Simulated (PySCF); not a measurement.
Computed shifts of a molecule C5H9Cl, KT2/pcSseg-1 run with PySCF, GIAO, gas phase, equivalent atoms averaged, in ppm (number of nuclei): ¹³C: 64.1 (1), 24.5 (1), 22.3 (1), 19.2 (1), 18.1 (1). ¹H: 4.24 (1), 3.03 (1), 1.52 (3), 0.86 (1), 0.79 (1), 0.71 (1), 0.66 (1). References: ¹³C against TMS (σ = 185.1 ppm); ³⁵Cl against HCl (σ = 945.4 ppm); ¹H against TMS (σ = 31.47 ppm), references at their B3LYP-D3(BJ)/def2-TZVP geometries, non-relativistic (without spin–orbit terms, shifts of atoms bonded to Cl or Br come out too high). Geometry: PBE0-D3(BJ)/def2-SVP. Other conformers were not sampled.

Task: Identify the compound among the candidates.
A. CC1(CCl)CC1
B. C=CCCCCl
C. C=C(Cl)C(C)C
D. C=C(Cl)CCC

Result: A, CC1(CCl)CC1
